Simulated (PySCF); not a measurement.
Gas-phase XPS of (HBe-mu-Cl)2, computed

Species: (HBe-mu-Cl)2.
Bonds: Be1–Cl3, Be1–Cl6, Cl3–Be4, Be4–Cl6. Hydrogens: H2 on Be1; H5 on Be4.

Method used: PySCF, delta-SCF UKS SCAN, pcX-2 on the ionised atom, pcseg-1 elsewhere, spin-free X2C. Each binding energy is the total energy of the core-ionised species, with the hole localised on one atom, minus that of the ground state; both are solved self-consistently, so orbital relaxation is included.

**Question.** What binding energy does each computed site have?

**Answer.** 
| atom(s) | bonded to | level | binding energy (eV) | 2p1/2 (eV) | count |
| --- | --- | --- | --- | --- | --- |
| Be1/Be4 | 2 Cl and H | Be 1s | 121.83 | – | 2 |
| Cl3/Cl6 | 2 Be | Cl 2p3/2 | 207.26 | 208.91 | 2 |
| Cl3/Cl6 | 2 Be | Cl 1s | 2829.89 | – | 2 |

**Question.** Give the binding energy of Be 1s of Be1/Be4 in hartree and in kJ/mol.

**Answer.** 121.83 eV = 4.4772 Eh = 11755 kJ/mol.

**Question.** Which photon energy gives electrons from Be 1s of Be1/Be4 a kinetic energy of 100 eV, and what is their de Broglie wavelength?

**Answer.** hν = 121.83 + 100 = 221.83 eV, recoil neglected; λ = 12.264 Å/√(E/eV) = 1.23 Å.

Atoms equivalent by their bonding share one computed value, that of the first of them. Spin–orbit coupling isn't in the SCF: each 2p doublet comes from a relaxed spin-free hole plus a matrix of the shell (mean-field spin–orbit coupling and the ground-state 2p splitting), with 2p3/2 averaged over its two sublevels. 2p1/2 minus 2p3/2 (ligand field included): Cl 1.65 eV. One conformer (not necessarily the lowest) at the PBE0-D3(BJ)/def2-SVP geometry, without solvent, vibrations or thermal averaging.

The run took 4.4 s of wall time on an x86-64 server with one thread, on a shared host.
